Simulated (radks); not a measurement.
Cd6+, configuration [Kr] 4d6. Calculated with a radial shooting solver on a logarithmic mesh with Libxc functionals: scalar-relativistic Kohn-Sham, exchange-only r2SCAN, spin-polarised, spherical densities, finite nucleus; open shells are filled with parallel spins first (spin-orbit coupling, left out, can overturn this in heavy ions); meta-GGA in the generalised Kohn-Sham scheme; Fermi nuclear charge, rms radius 4.6087 fm. Some entries of the table are withheld. Estimate them.

orbital,occ.,eigenvalue (eV),r(max) (bohr)
1s down,1,-26674.77,0.01968
1s up,1,-26674.75,0.01968
2s up,1,-4059.573,0.1112
2s down,1,-4057.957,0.1111
2p up,3,-3649.502,0.08902
2p down,3,-3648.306,0.08900
3s up,1,-841.4265,0.3232
3s down,1,-840.9941,0.3233
3p up,3,-705.8168,0.3166
3p down,3,-705.1996,0.3167
3d up,5,-494.4024,0.2660
3d down,5,-493.1374,0.2664
4s up,1,-203.7865,0.7921
4s down,1,-197.8325,0.7888
4p up,3,-162.4481,0.8362
4p down,3,-156.3406,0.8332
4d up,5,-100.6596,0.9295
4d down,1,-94.5686,0.9291
5s up,0,(1),1.803
5s down,0,(2),1.854
5p up,0,-57.1166,(3)
5p down,0,-54.7463,(4)
4f up,0,-42.8038,1.321
5d up,0,-40.7400,(5)
4f down,0,-38.8491,1.505

Answer. 
(1) 5s up eigenvalue (eV): -68.8714
(2) 5s down eigenvalue (eV): -65.7112
(3) 5p up r(max) (bohr): 2.011
(4) 5p down r(max) (bohr): 2.070
(5) 5d up r(max) (bohr): 2.501
